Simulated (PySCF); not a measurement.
Species: `CCO[Si@H](O)[SiH2][SiH2]O`. The columns A, B, C and D hold Mulliken, IAO, Hirshfeld and ESP-fitted charges (e) of one PBE0/pcSseg-1 density (PySCF), in a shuffled order. Coordinates in Å (GFN2-xTB); the density's dipole moment is (-3.58, -0.47, -0.02) D.

```tsv
atom	x	y	z	A	B	C	D
C1	-3.505	0.620	-0.199	-0.121	-0.424	-0.431	-0.278
C2	-2.377	-0.389	-0.356	+0.012	-0.035	+0.446	+0.022
O3	-1.340	-0.078	0.525	-0.227	-0.649	-0.513	-0.634
Si4	0.139	-0.760	0.574	+0.388	+1.103	+0.721	+0.931
O5	0.922	0.141	1.700	-0.273	-0.789	-0.673	-0.594
Si6	1.418	-0.433	-1.318	+0.128	+0.011	-0.148	-0.259
Si7	3.466	0.500	-0.775	+0.316	+0.779	+0.667	+0.678
O8	3.622	0.450	0.845	-0.324	-0.807	-0.660	-0.567
H9	-3.882	0.600	0.820	+0.043	+0.148	+0.117	+0.118
H10	-3.139	1.621	-0.413	+0.043	+0.149	+0.119	+0.120
H11	-4.314	0.382	-0.884	+0.048	+0.146	+0.101	+0.111
H12	-1.996	-0.380	-1.386	+0.034	+0.120	-0.038	+0.112
H13	-2.742	-1.402	-0.143	+0.036	+0.123	-0.029	+0.106
H14	-0.031	-2.114	1.132	-0.091	-0.169	-0.145	-0.127
H15	0.435	0.452	2.460	+0.186	+0.372	+0.434	+0.258
H16	1.539	-1.712	-2.046	-0.080	-0.081	-0.048	-0.017
H17	0.689	0.397	-2.305	-0.074	-0.077	-0.018	-0.015
H18	3.606	1.899	-1.212	-0.089	-0.147	-0.155	-0.118
H19	4.649	-0.227	-1.235	-0.081	-0.128	-0.128	-0.106
H20	2.836	0.445	1.394	+0.123	+0.357	+0.382	+0.260
```

Problem. Which column most likely holds the ESP-fitted charges?

Solution. C. Σ q r misses the density's dipole by 0.06 D (C), 1.15 D (A), 2.36 D (D), 3.27 D (B). Charges fitted to the outside potential are the only set here that is tied to the molecule's multipoles.

Problem. And the Hirshfeld charges?

Solution. A. The mean sizes are 0.136 e (A), 0.272 e (D), 0.299 e (C), 0.331 e (B), and Hirshfeld charges are commonly the smallest of these schemes.

As computed, A = Hirshfeld, B = IAO, C = ESP-fitted, D = Mulliken. Hydrogens on carbon: Hirshfeld +0.03 to +0.05, IAO +0.12 to +0.15, ESP-fitted -0.04 to +0.12, Mulliken +0.11 to +0.12 e.

The Mulliken scheme counts on each atom the diagonal of the density matrix times the overlap matrix over that atom's basis functions. The IAO scheme counts the electrons in orthogonalised intrinsic atomic orbitals, a minimal basis polarised so that it spans the occupied orbitals exactly.

One conformer (not necessarily the lowest) at the GFN2-xTB geometry, without solvent, vibrations or thermal averaging.
